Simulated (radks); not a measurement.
Values are calculated unless marked as measured or tabulated.
Problem. These are the eigenvalues of the occupied orbitals of an atom or ion with whole-number occupations (eV). Level of theory: scalar-relativistic Kohn-Sham, r2SCAN, spin-polarised, spherical densities, finite nucleus; meta-GGA in the generalised Kohn-Sham scheme; Fermi nuclear charge, rms radius of each element as measured or else 0.836 A^(1/3) + 0.57 fm (a radial shooting solver on a logarithmic mesh with Libxc functionals).

1s down: -69606.57
1s up: -69606.55
2s up: -12076.37
2s down: -12076.18
2p up: -10564.97
2p down: -10564.83
3s up: -2824.699
3s down: -2824.698
3p up: -2374.986
3p down: -2374.971
3d up: -1856.700
3d down: -1856.607
4s up: -623.0404
4s down: -622.9196
4p up: -474.8753
4p down: -474.7742
4d up: -286.0726
4d down: -285.9467
5s up: -124.5718
5s down: -123.3315
5p up: -87.6560
5p down: -85.8942
4f up: -77.2340
4f down: -76.9330
5d up: -44.2946

Which element is it, and in what charge state? The configuration may be excited. Open shells, if any, are filled with parallel spins first.

Solution. Z = 74, tungsten, charge +4: W4+ in [Xe] 4f14 5d2. The list shows which subshells hold electrons but not how many an open one holds; the 1s level, -2558 hartree, gives Z - s = 71.5 by -(Z - s)^2/2, which with screening and relativity narrows Z to a few neighbours, and the depths of the outer levels then fix element, charge and occupations together.
